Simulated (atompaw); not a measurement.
## Before and after: PAW (atompaw) potential for K (Z = 19)

| Property | Result |
| --- | --- |
| Element | K |
| Generator | atompaw 4.2.0.5 |
| Type | PAW |
| Functional | LDA (PW92) |
| Relativity | scalar-relativistic |
| Frozen core | [Ne] |
| Valence charge | 9 |
| Reference configuration | 3s2 3p6 4s0.5 4p0.5 |
| Partial waves | 3s (bound); 4s (bound); 3p (bound); 4p (bound); 3d channel at 0.5 Ry; 3d channel at 2 Ry |
| Local potential | troulliermartins scheme with l = 3 at 0 Ry, radius 1.60 bohr |
| Core correction | smooth core density matched at 1.40 bohr |
| Augmentation charge | gaussian compensation charge, radius 1.70 bohr; PAW radius 1.95 bohr; waves and projectors: bloechl |

Change: all radii scaled by about 1.11 (s 2.16, p 1.84, d 1.84 bohr); local potential troulliermartins scheme with l = 3 at 0 Ry, radius 1.78 bohr; augmentation gaussian compensation charge, radius 1.88 bohr; PAW radius 2.16 bohr; waves and projectors: bloechl; core correction smooth core density matched at 1.56 bohr.

Cutoffs: the cutoffs (Ry, on a coarse ladder) from which the occupation-weighted sum of valence levels, in a spherical-Bessel basis at the reference potential, stays within 10 and 1 mRy of its value at 400 Ry; they do not see the model core or the augmentation charge, which bear on the density cutoff.

Q: What does the change do?

A: The potential gets softer (45 Ry and 70 Ry → 35 Ry and 60 Ry); neither file shows a bound ghost. A larger radius leaves more room for a smooth pseudo-wave, so fewer plane waves are needed.

```csv
quantity,base,changed
"cutoff, loose",45 Ry,35 Ry
"cutoff, tight",70 Ry,60 Ry
loose cutoff by channel (10 mRy a level),"s 21 Ry, p 30 Ry","s 18 Ry, p 25 Ry"
bound ghosts,none,none
lowest overlap eigenvalue by channel,"s 0.44, p 0.76, d 1.00","s 0.48, p 0.83, d 1.00"
```

 The cutoffs see the waves, projectors and local potential, not the compensation charge or the core.
